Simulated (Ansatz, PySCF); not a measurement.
Gas-phase reaction (SMILES): CC[SiH2]NC + C (CH4) + N (NH3) + [SiH4] (SiH4) -> CC (C2H6) [ethane] + CN (CH5N) + C[SiH3] + N[SiH3]; bond separation energy.

Geometries: B3LYP-D3(BJ)/def2-TZVP minima from Ansatz (an electronic-structure program), one conformer each, not searched for the lowest. Cores are frozen in the correlated levels unless marked. No spin-orbit coupling. Non-relativistic. Basis-set limits of correlation are two-point, X^-3; Hartree-Fock from the larger set. [CCSD(T)-MP2]/basis is that difference in the basis named. Thermal terms are rigid-rotor harmonic-oscillator values from B3LYP-D3(BJ) frequencies (Ansatz or PySCF) at 298.15 K and 1 atm. 1 Eh = 627.5095 kcal/mol.

| species | E, RI-MP2/CBS(cc-pV(T+d)Z,cc-pV(Q+d)Z)+[CCSD(T)-MP2]/cc-pV(T+d)Z (Ansatz) (Eh) | E, PBE-D3(BJ)/def2-TZVPD (Ansatz + dftd3) (Eh) | H - E (Eh) |
|---|---|---|---|
| CC[SiH2]NC | -464.57923 | -464.89331 | 0.14591 |
| C (CH4) | -40.46125 | -40.46420 | 0.04840 |
| CC (C2H6) | -79.71807 | -79.73427 | 0.07887 |
| CN (CH5N) | -95.75026 | -95.76899 | 0.06816 |
| C[SiH3] | -330.73641 | -331.01138 | 0.06602 |
| N (NH3) | -56.50668 | -56.51114 | 0.03799 |
| N[SiH3] | -346.80066 | -347.07383 | 0.05540 |
| [SiH4] (SiH4) | -291.46100 | -291.72290 | 0.03520 |

Work out ΔE and ΔH at 298.15 K at the first level, then ΔH at the second.


1. ΔE = [(-79.71807) + (-95.75026) + (-330.73641) + (-346.80066)] - [(-464.57923) + (-40.46125) + (-56.50668) + (-291.46100)] = 0.00276 Eh = 1.7 kcal/mol at RI-MP2/CBS(cc-pV(T+d)Z,cc-pV(Q+d)Z)+[CCSD(T)-MP2]/cc-pV(T+d)Z.
2. The terms H - E add up to 0.00095 Eh, so ΔH = (0.00276 + (0.00095))×627.5095 = 2.3 kcal/mol.
3. At PBE-D3(BJ)/def2-TZVPD the same steps give ΔE = 1.9 and ΔH = 2.5 kcal/mol, a shift of +0.2 from the first level.
4. These values are not checked against measurement here, since the tables used lack a sound gas-phase enthalpy of formation for at least one species.
